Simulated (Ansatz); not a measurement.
Ansatz (a quantum-chemistry and plane-wave program) input (CAM-B3LYP/def2-TZVPD):

Ansatz 0.2 input:
```yaml
crystal:
  periodic: [false, false, false]
  atoms:
    - {symbol: C, position_ang: [2.95821207, -0.82848518, 0.16305820]}
    - {symbol: C, position_ang: [1.89621673, 0.18012418, -0.07580674]}
    - {symbol: C, position_ang: [0.47106743, -0.41438914, -0.04676471]}
    - {symbol: C, position_ang: [-0.60981536, 0.64497394, -0.29379779]}
    - {symbol: C, position_ang: [-1.98906389, 0.06491962, -0.31499527]}
    - {symbol: C, position_ang: [-2.96119200, 0.36944731, 0.53523753]}
    - {symbol: H, position_ang: [3.33398611, -1.44033652, -0.64613452]}
    - {symbol: H, position_ang: [3.27242282, -1.07881671, 1.16731728]}
    - {symbol: H, position_ang: [2.04333979, 0.66034705, -1.04919279]}
    - {symbol: H, position_ang: [1.95087531, 0.97180129, 0.67845260]}
    - {symbol: H, position_ang: [0.29569316, -0.89362524, 0.91968664]}
    - {symbol: H, position_ang: [0.39482370, -1.20201076, -0.80203955]}
    - {symbol: H, position_ang: [-0.54740138, 1.42114567, 0.47419730]}
    - {symbol: H, position_ang: [-0.40566772, 1.13347101, -1.25402949]}
    - {symbol: H, position_ang: [-2.17875155, -0.67621602, -1.08826671]}
    - {symbol: H, position_ang: [-2.81487040, 1.09991105, 1.32341639]}
    - {symbol: H, position_ang: [-3.93699981, -0.09521523, 0.47500530]}
basis:
  gaussian:
    orbitals: def2-TZVPD
hamiltonian:
  xc: {name: CAM-B3LYP}
magnetization: {spin_polarized: true, initial_magnetization: 1}
output: {forces: true}
```

End of the output:

```
integrals: 0.36 GiB planned
1605 factors; their error is unknown
integrals: 0.40 GiB planned
787 factors; integrals over basis functions are off by at most 5.8e-6 eV
0.48 GiB of the device are held for the grids
2.30 GiB of device memory are held for the factors and their scratch space
mean field: 2.83 GiB planned
mean field evaluation 1: about -6388.8269 eV, gradient 4.4e1 eV
mean field evaluation 2: about -6391.0968 eV, gradient 3.7e1 eV
mean field evaluation 4: about -6397.8745 eV, gradient 2.2e0 eV
mean field evaluation 8: about -6397.9005 eV, gradient 1.8e-1 eV
mean field evaluation 16: about -6397.8446 eV, gradient 7.6e-4 eV
mean field -6397.84458196 eV, -235.1164517724 hartree, gradient 6.5e-5 eV, S^2 0.754223; 0 other end points of the search recorded, 0 dependent functions left out
the calculation of the forces begins
reference -6397.84475320 eV, -235.1164580651 hartree; 24, 23 occupied and 297, 298 virtual orbitals, 1605 factors
Total energy: -6397.84475320 eV, -235.1164580651 hartree
Atom 0 at     2.958212    -0.828485     0.163058 Å, force    -0.046715     0.023237    -0.007336 eV/Å
Atom 1 at     1.896217     0.180124    -0.075807 Å, force    -0.126851    -0.055755     0.002238 eV/Å
Atom 2 at     0.471067    -0.414389    -0.046765 Å, force     0.048392     0.130541    -0.020323 eV/Å
Atom 3 at    -0.609815     0.644974    -0.293798 Å, force     0.066002    -0.084926     0.014079 eV/Å
Atom 4 at    -1.989064     0.064920    -0.314995 Å, force    -0.155194     0.068992     0.182362 eV/Å
Atom 5 at    -2.961192     0.369447     0.535238 Å, force     0.202849    -0.052660    -0.177840 eV/Å
Atom 6 at     3.333986    -1.440337    -0.646135 Å, force    -0.004040     0.014846     0.009377 eV/Å
Atom 7 at     3.272423    -1.078817     1.167317 Å, force    -0.003102     0.010079    -0.014265 eV/Å
Atom 8 at     2.043340     0.660347    -1.049193 Å, force     0.003942    -0.020840     0.037730 eV/Å
Atom 9 at     1.950875     0.971801     0.678453 Å, force     0.006161    -0.031657    -0.026628 eV/Å
Atom 10 at     0.295693    -0.893625     0.919687 Å, force     0.007257     0.013285    -0.022815 eV/Å
Atom 11 at     0.394824    -1.202011    -0.802040 Å, force     0.000346     0.022599     0.016327 eV/Å
Atom 12 at    -0.547401     1.421146     0.474197 Å, force    -0.007076    -0.024907    -0.018769 eV/Å
Atom 13 at    -0.405668     1.133471    -1.254029 Å, force    -0.017082    -0.019687     0.037501 eV/Å
Atom 14 at    -2.178752    -0.676216    -1.088267 Å, force    -0.008351     0.017112     0.021112 eV/Å
Atom 15 at    -2.814870     1.099911     1.323416 Å, force     0.008911    -0.011534    -0.019486 eV/Å
Atom 16 at    -3.937000    -0.095215     0.475005 Å, force     0.024550     0.001274    -0.013265 eV/Å
Dipole moment:     0.011358     0.010864    -0.031415 e Å
```

It need not be the lowest isomer of its formula.
